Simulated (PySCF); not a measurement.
Computed shifts of a molecule CH9NSi4, PBE/pcSseg-1 (PySCF), GIAO, gas phase, atoms alike by connectivity averaged where their shifts nearly agree, in ppm (number of nuclei): ²⁹Si: -26.1 (1), -26.5 (1), -110.0 (1), -121.2 (1). ¹³C: 221.9 (1). ¹⁵N: 554.7 (1). ¹H: 10.57 (1), 6.65 (1), 6.04 (1), 5.84 (1), 4.14 (1), 4.04 (3), 3.93 (1). References: ²⁹Si against TMS (σ = 335.4 ppm); ¹³C against TMS (σ = 182.0 ppm); ¹⁵N against NH3 (σ = 267.0 ppm); ¹H against TMS (σ = 31.49 ppm), references at their B3LYP-D3(BJ)/def2-TZVP geometries, non-relativistic. Geometry: B3LYP-D3(BJ)/def2-SVP. One conformer was computed; it need not be the lowest.

Q: Which structure fits?
A) [SiH3][Si@@H]1C=N[Si@H]1[SiH3]
B) [SiH3]C1=N[SiH2][SiH2][SiH2]1
C) [SiH3][SiH2][Si@H]1C=N[SiH2]1
D) [SiH3]N=C1[SiH2][SiH2][SiH2]1

A: C, [SiH3][SiH2][Si@H]1C=N[SiH2]1
